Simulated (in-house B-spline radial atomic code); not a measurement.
**Ionising Sc4+ with different functionals**

Computed with an all-electron radial atomic-structure program (B-spline basis): non-relativistic Hamiltonian, point nucleus, spin-polarised at highest spin, spherical fractional occupations for the functionals, and exact exchange of hybrids averaged over the configuration. The ionisation energy is the difference of two self-consistent energies, [Ne] 3s2 3p5 → [Ne] 3s2 3p4, without Breit or QED terms; ε is the level of the shell that loses the electron (its least bound occupied spin orbital).

| method | rung | ΔSCF (eV) | -ε(3p) (eV) |
| --- | --- | --- | --- |
| PBE0 | global hybrid | 91.77 | 85.06 |
| B3LYP | global hybrid | 91.84 | 84.59 |
| TPSSh | global hybrid | 91.86 | 83.68 |
| M06-2X | global hybrid | 91.72 | 87.71 |
| BHandHLYP | global hybrid | 91.59 | 87.41 |
| r2SCAN0 | global hybrid | 91.84 | 85.31 |
| B97-1 | global hybrid | 91.79 | 84.64 |
| HSE06 | range-separated hybrid | 91.76 | 84.63 |
| wB97X | range-separated hybrid | 91.75 | 87.67 |
| CAM-B3LYP | range-separated hybrid | 91.79 | 86.56 |
| LC-wPBE | range-separated hybrid | 91.95 | 88.04 |

Problem. Among the functionals, which spreads more, the ΔSCF values or the orbital energies?

Solution. The orbital energies: ΔSCF values span about 0.35 eV and the orbital energies 4.36 eV; here energy differences depend much less on the functional than eigenvalues do.

Problem. How do they compare with the NIST value?

Solution. NIST lists 91.95 eV ± 0.03 (semi-empirical, ground level to ground level). Errors run from -0.36 to -0.00 eV; LC-wPBE is closest (-0.00 eV), but part of that can be cancellation, since the calculations leave out relativity, Breit-QED terms, multiplet and fine-structure energies.
